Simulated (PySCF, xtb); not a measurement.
I₂, SMILES II (connectivity only; charge and spin as stated), charge -1, multiplicity 2.

Harmonic wavenumbers (cm⁻¹) from GFN2-xTB (xtb) at its own minimum, in rising order: 90.

Q: What does B3LYP-D3(BJ)/def2-TZVPD (PySCF) give at its own minimum? (Estimate from the structure and the level; the computed values follow.)

A: 92. Paired by order, the mean absolute difference is 3 cm⁻¹ and the zero-point energies are 0.1 and 0.1 kcal/mol.
